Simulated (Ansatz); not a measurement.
Reaction (cleavage of the Si–Al bond): `[SiH3][AlH][SH]` + `O[SiH2]F` → `F[SiH2]O[SiH3]` + `[AlH2][SH]`

Program: Ansatz. Geometries: PBE0-D4/def2-TZVP. ΔE: electronic, gas phase. CBS: MP2 limit from def2 TZ/QZ plus the TZ coupled-cluster correction, frozen cores. This one scheme is used for every species. DFT in def2-TZVPP. Each species was taken in one conformer, which may not be the lowest.

| level | ΔE (kcal/mol) | difference from CCSD(T)/CBS |
| --- | --- | --- |
| LDA (SPW92) | -16.1 | 6.4 |
| BLYP-D4 | -21.5 | 1.0 |
| BHLYP-D4 | -25.6 | -3.1 |
| ωB97M-V | -23.4 | -0.9 |
| revPBE | -15.4 | 7.1 |
| BLYP | -21.0 | 1.5 |
| PBE0 | -17.8 | 4.7 |
| r2SCAN0 | -21.6 | 0.9 |
| CAM-B3LYP | -24.4 | -1.9 |
| RPA@PBE/def2-TZVPP | -22.8 | -0.3 |
| CCSD(T)/def2-SVP | -21.2 | 1.3 |
| HF/def2-TZVPP | -29.3 | -6.8 |
| HF/def2-QZVPP | -30.1 | -7.6 |
| MP2/def2-QZVPP | -24.7 | -2.2 |
| MP2/CBS(def2) | -24.5 | -2.0 |
| CCSD/CBS(def2) | -23.5 | -1.0 |
| CCSD(T)/CBS | -22.5 | 0 |

Largest T1 diagnostic among the species: 0.013.

In def2-TZVPP, CCSD(T) changes the Hartree–Fock value by +7.1 kcal/mol (the triples alone add +1.0 kcal/mol) and MP2 by +5.1 kcal/mol. Leaving LDA and LC-ωPBE aside and taking each functional with its dispersion term where it has one, the values, not all of them listed here, spread over 9.8 kcal/mol, from BHLYP-D4 to PBE-D4.
